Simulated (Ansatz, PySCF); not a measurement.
Bi(F)(TeH)2 (BiFH2Te2), SMILES [F][Bi]([TeH])[TeH].

Geometry optimised at PBE-D3(BJ)/def2-SVP. The structure was generated by enumeration; whether it is a known compound was not checked. The def2 effective core potentials stand for the cores of Bi, Te; spin–orbit coupling is left out.

Vertical ionisation energy (IE) and electron affinity (EA) in eV. Rows of orbital energies are one-electron estimates. Where ΔSCF, EOM or ADC give a negative EA the extra electron is unbound and the value depends on the basis.

```
level                                                                       IE    EA
------------------------------------------------------------------------  ----  ----
−ε(HOMO), −ε(LUMO), B3LYP/def2-TZVP (PySCF)                               6.42  2.60
−ε(HOMO), −ε(LUMO), PBE/def2-TZVP (PySCF)                                  ___   ___
ΔSCF, CAM-B3LYP/def2-SVPD (Ansatz), final states of multiplicity 2 and 2  8.53  1.10
ΔSCF, PBE/def2-SVPD (Ansatz), final states of multiplicity 2 and 2        8.02  1.05
```

Problem. Some entries are withheld; supply them. (An estimate is asked for; the answer gives what the named calculation found.)

Solution. 
- −ε(HOMO), −ε(LUMO), PBE/def2-TZVP (PySCF), IE: 5.63
- −ε(HOMO), −ε(LUMO), PBE/def2-TZVP (PySCF), EA: 3.03

Problem. What vertical singlet–triplet gap does ΔSCF give with CAM-B3LYP/def2-SVPD (Ansatz, a quantum-chemistry and plane-wave program) and with PBE/def2-SVPD (Ansatz)? (Estimate from the structure and the level; the computed values follow.)

Solution. 2.87 and 2.60 eV (triplet above singlet where positive).
